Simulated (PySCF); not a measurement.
## `C1=CC=CNB1`, C4H6BN

Geometry (Å), atoms numbered from 1 in this order:
```xyz
12

B     1.208    0.720   -0.017
C    -0.129    1.414    0.041
C    -1.267    0.652    0.044
C    -1.221   -0.762   -0.005
C    -0.024   -1.405   -0.059
N     1.139   -0.708   -0.065
H     2.290    1.227   -0.028
H    -0.236    2.493    0.080
H    -2.247    1.121    0.086
H    -2.133   -1.345   -0.001
H     0.045   -2.486   -0.098
H     1.980   -1.261   -0.106
```

Level of theory: PySCF 2.14.0, quadratic response CAM-B3LYP/def2-TZVPD first hyperpolarisability, Taylor convention, gas phase. Geometry: PBE0-D3(BJ)/def2-TZVP.

Problem. What is the first hyperpolarisability, and how does it disperse?

Solution. In au, Taylor convention; the vector part is βᵢ = ⅓ Σⱼ (βᵢⱼⱼ + βⱼᵢⱼ + βⱼⱼᵢ); β∥ is 3/5 of the vector part along the dipole, the dipole points from − to +:
| process | λ (nm) | β vector norm | β∥ | β HRS | depolarisation ratio |
| --- | --- | --- | --- | --- | --- |
| static β(0;0,0) | ∞ | 159.6 | 84.5 | 58.5 | 8.76 |
| second harmonic β(−2ω;ω,ω) | 1907 | 173.1 | 91.6 | 63.7 | 8.17 |
| Pockels β(−ω;ω,0) | 1907 | 163.9 | 86.8 | – | – |
| second harmonic β(−2ω;ω,ω) | 1064 | 210.2 | 111.3 | 78.1 | 6.95 |
| Pockels β(−ω;ω,0) | 1064 | 174.1 | 92.2 | – | – |

Problem. Which lowest excitations, dipole and polarisabilities go with it?

Solution. S1 5.12 eV (f = 0.173); S2 5.69 eV (f = 0.000); S3 6.14 eV (f = 0.088); dipole 2.06 D; isotropic α 68.9 au static, 69.1 au at 1907 nm, 69.8 au at 1064 nm, 70.0 au at 953.5 nm, 73.0 au at 532 nm.
